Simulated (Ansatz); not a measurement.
Cost and result up the ladder for [(OH)3Si]2NH (Si₂NO₆H₇) (16 atoms). Total charge 0; singlet. Geometry: r2SCAN-D4/def2-SVP.

```xyz
16

Si    0.504   -1.147    1.049
O     2.121   -1.445    1.221
O    -0.324   -2.113    0.006
O    -0.124   -1.394    2.564
N     0.416    0.481    0.451
Si   -0.402    1.131   -0.906
O     0.467    2.389   -1.544
O    -0.613   -0.173   -1.930
O    -1.925    1.738   -0.696
H     2.327   -2.156    1.840
H    -0.429   -1.715   -0.878
H    -1.072   -1.572    2.577
H     0.995    1.144    0.965
H     1.409    2.228   -1.669
H    -1.365   -0.081   -2.529
H    -1.985    2.684   -0.521
```

Ansatz; hardware A = 2 threads of AMD EPYC 7R13 on a shared host and a share (18 GiB) of an NVIDIA H100 80GB HBM3; B = 2 threads of AMD EPYC 7R13 on a shared host. Times are rough, and most runs start from the orbitals of an earlier one. CAM-B3LYP-D4/def2-TZVP serves as the yardstick here, not as an exact answer. Differences are given only for rows in sets of like size (and for xTB, whose basis is part of the method), since another set adds its own error. Binding counts from free atoms at the same level (Si triplet, O triplet, N quartet, H doublet; other spins of the atoms weren't run), without zero-point energy or a counterpoise term.

LC-ωPBE has ω = 0.4 bohr⁻¹. Correlated methods freeze 17 core orbitals. The rows differ in basis, and correlated rows in double-zeta sets carry the largest basis error.

Correlated methods converge slowly with the basis, most of all in double-zeta sets.

```
                                level  functions  wall time  binding energy per atom (eV)  difference from CAM-B3LYP-D4/def2-TZVP (eV)
                        HF/STO-3G [B]         60     0.56 s                          2.58                                            –
                  PBE-D4/def2-SVP [B]        169      3.1 s                          4.36                                            –
                 CCSD(T)/def2-SVP [A]        169      3.5 s                          3.97                                            –
                 PBE0-D4/def2-SVP [B]        169      4.7 s                          4.23                                            –
                    MP2/def2-TZVP [A]        333      5.5 s                          4.34                                        -0.03
               PBE0-D4/def2-TZVPD [A]        426        6 s                          4.30                                        -0.07
                 B97M-V/def2-TZVP [A]        333      6.5 s                          4.34                                        -0.03
               LC-ωPBE/def2-TZVPD [A]        426      6.5 s                          4.32                                        -0.05
                PBE-D4/def2-TZVPD [A]        426      6.5 s                          4.42                                         0.05
r2SCAN-D4/def2-TZVP (with forces) [A]        333      7.5 s                          4.35                                        -0.02
                 PBE-D4/def2-TZVP [A]        333        8 s                          4.42                                         0.05
                PBE0-D4/def2-TZVP [A]        333      8.5 s                          4.29                                        -0.08
                LC-ωPBE/def2-TZVP [A]        333        9 s                          4.32                                        -0.05
           CAM-B3LYP-D4/def2-TZVP [A]        333      9.5 s                          4.37                                         0.00
```
